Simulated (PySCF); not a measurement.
CCl3, SMILES Cl[C](Cl)Cl, multiplicity 2. The structure is a stationary point at B3LYP-D3(BJ)/def2-SVP. The isomer is the one that the SMILES or the coordinates give; other isomers of the formula were not compared.

### Question
Give the equilibrium geometry at B3LYP-D3(BJ)/def2-SVP (PySCF confirms it by a frequency run) as a Z-matrix, and its point group. (An estimate is asked for; the answer gives what the named calculation found.)

### Answer
point group C3v.
```
C
Cl 1 1.7270
Cl 1 1.7270 2 116.89
Cl 1 1.7270 2 116.89 3 145.64
```
Charge 0, spin multiplicity 2.
